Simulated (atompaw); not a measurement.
Be (Z = 4): one change to a PAW (atompaw) potential, before and after

- Element: beryllium
- Generator: atompaw 4.2.0.5
- Type: PAW
- Functional: LDA (PW92)
- Relativity: scalar-relativistic
- Frozen core: none
- Valence charge: 4
- Reference configuration: 1s2 2s0.5 2p0 (charge +1.5)
- Partial waves: 1s (bound): rc 0.50 bohr; 2s (bound): rc 3.00 bohr; 2p (bound, empty): rc 3.00 bohr; 2p channel at 2.7 Ry: rc 3.00 bohr; 3d channel at 0.25 Ry: rc 3.00 bohr
- Local potential: bessel scheme, radius 2.00 bohr
- Core correction: none
- Augmentation charge: sinc compensation charge, radius 2.90 bohr; PAW radius 3.00 bohr; waves and projectors: custom rrkj gramschmidtortho

Change: reference 1s2 2s2 2p0; added wave 3d channel at 2.65 Ry: rc 3.00 bohr.

Cutoffs: the cutoffs (Ry, on a coarse ladder) from which the occupation-weighted sum of valence levels, in a spherical-Bessel basis at the reference potential, stays within 10 and 1 mRy of its value at 400 Ry; they do not see the model core or the augmentation charge, which bear on the density cutoff.

Question: What does the change do?

Answer: The potential gets neither clearly harder nor softer (180 Ry and 260 Ry → 180 Ry and 260 Ry); the range in which the d phases agree widens (upper end 2.8 → 4.1); neither file shows a bound ghost.

```tsv
quantity	base	changed
cutoff, loose	180 Ry	180 Ry
cutoff, tight	260 Ry	260 Ry
bound ghosts	none	none
s: phases at 3.01 bohr within 0.05 rad from the reference energy up to (Ry; the scan ends near 5)	0.6	1.5
p: phases at 3.01 bohr within 0.05 rad from the reference energy up to (Ry; the scan ends near 5)	0.2	0.4
d: phases at 3.01 bohr within 0.05 rad from the reference energy up to (Ry; the scan ends near 5)	2.8	4.1
lowest overlap eigenvalue by channel	s 0.59, p 0.74, d 1.00	s 0.62, p 0.89, d 0.35
```

 The cutoffs see the waves, projectors and local potential, not the compensation charge or the core.
